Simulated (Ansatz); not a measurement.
Ansatz (a first-principles code) job for (Z)-1-fluorobut-1-ene (C₄H₇F), SMILES C(/C=C\F)C, PBE/def2-SVPD. Coordinates come from a B3LYP-D3(BJ)/def2-SVP optimisation. The values are those of a single conformer.

Ansatz 0.2 input:
```yaml
crystal:
  periodic: [false, false, false]
  atoms:
    - {symbol: C, position_ang: [-1.95433133, 0.87621069, -0.40531294]}
    - {symbol: C, position_ang: [-0.77539259, -0.02290526, -0.79836164]}
    - {symbol: C, position_ang: [-0.15545957, -0.71977335, 0.37843958]}
    - {symbol: C, position_ang: [1.10391733, -0.57411612, 0.78537016]}
    - {symbol: F, position_ang: [1.98155029, 0.22221681, 0.15119208]}
    - {symbol: H, position_ang: [-2.40529054, 1.34834481, -1.29244750]}
    - {symbol: H, position_ang: [-1.62997422, 1.67589587, 0.27915432]}
    - {symbol: H, position_ang: [-2.74393420, 0.30077951, 0.10573728]}
    - {symbol: H, position_ang: [-1.12773417, -0.78254979, -1.52000552]}
    - {symbol: H, position_ang: [-0.00543311, 0.56795073, -1.31770674]}
    - {symbol: H, position_ang: [-0.78270300, -1.39124594, 0.97409675]}
    - {symbol: H, position_ang: [1.54871369, -1.07562215, 1.64963176]}
basis:
  gaussian:
    orbitals: def2-SVPD
hamiltonian:
  xc: {name: PBE}
```

Output:

```
WARN ansatz: RAYON_NUM_THREADS=1 ignored (pool sized by the plan → 1); use --threads N
Functional definition: PBE
integrals: 0.08 GiB planned
1309 factors; their error is unknown
mean field: 0.60 GiB planned
mean field evaluation 1: about -6954.6792 eV, gradient 6.4e1 eV
mean field evaluation 2: about -6935.1430 eV, gradient 1.0e2 eV
mean field evaluation 4: about -6965.0457 eV, gradient 1.2e1 eV
mean field evaluation 8: about -6965.3753 eV, gradient 2.3e-1 eV
mean field evaluation 16: about -6965.2972 eV, gradient 2.0e-4 eV
mean field -6965.29717615 eV, -255.9699499755 hartree, gradient 2.1e-5 eV, S^2 0.000000; 0 other end points of the search recorded, 0 dependent functions left out
reference -6965.29722445 eV, -255.9699517504 hartree; 20, 20 occupied and 139, 139 virtual orbitals, 1309 factors
Total energy: -6965.29722445 eV, -255.9699517504 hartree
```

The calculation finished and met its thresholds.

Cost: roughly 2.9 core-seconds.
